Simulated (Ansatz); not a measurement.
Species: C3H10O4Si, charge 0, multiplicity 1. SMILES: CO[Si](O)(OC)OC
Coordinates optimised at B3LYP-D3(BJ)/def2-TZVP (Ansatz, a program for electronic structure):
```xyz
18

C      0.6237     2.1234     1.4500
O     -0.3047     1.4258     0.6319
Si     0.0508     0.1283    -0.2827
O      1.0024     0.4475    -1.5758
O     -1.3558    -0.4583    -0.8586
C     -2.5043    -0.7094    -0.0593
O      0.8735    -0.9057     0.6699
C      1.5134    -2.0897     0.2152
H      0.0768     2.8870     2.0027
H      1.3917     2.6096     0.8423
H      1.1071     1.4461     2.1574
H      0.5728     0.7890    -2.3636
H     -3.2974    -1.0681    -0.7147
H     -2.8374     0.2019     0.4422
H     -2.2975    -1.4730     0.6956
H      2.2211    -1.8692    -0.5869
H      0.7810    -2.8154    -0.1491
H      2.0513    -2.5254     1.0568
```

Parts of the frozen-core correlation energy in cc-pwCVTZ (Ansatz, hartree). Frozen orbitals: 12; correlated occupied orbitals by spin: 25 and 25; virtual: 463 and 463. No spin-orbit coupling. No relativistic terms.

```tsv
term	value
reference (HF)	-708.19052
MP2 opposite-spin	…
MP2 same-spin	-0.39091
CCSD correlation	…
(T)	…
T1 diagnostic	0.011
largest doubles amplitude	0.007
```

**Question.** What belongs in the gaps?

**Answer.** 
- MP2 opposite-spin, value: -1.22184
- CCSD correlation, value: -1.65521
- (T), value: -0.06218
